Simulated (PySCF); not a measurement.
A structure optimised at ωB97X-D3(BJ)/def2-SVP, used in a PySCF frequency run:

```
C
H 1 1.1023
H 1 1.1023 2 108.40
O 1 1.4366 2 108.87 3 -118.26
C 4 1.3374 1 116.44 2 58.07
F 5 1.3254 4 108.73 1 179.65
F 5 1.3451 6 108.37 4 122.46
F 5 1.3452 6 108.33 4 -122.43
C 1 1.5128 2 111.47 3 123.07
H 9 1.1002 1 110.61 2 59.12
H 9 1.1002 10 108.49 1 -121.48
H 9 1.1005 10 108.61 11 -117.88
```
Charge 0, spin multiplicity 1.

Question: Write its SMILES and formula.

Answer: CCOC(F)(F)F, C3H5F3O

Question: What are its rotational constants (standard atomic weights)?

Answer: 5.0186, 1.6375, 1.6060 GHz
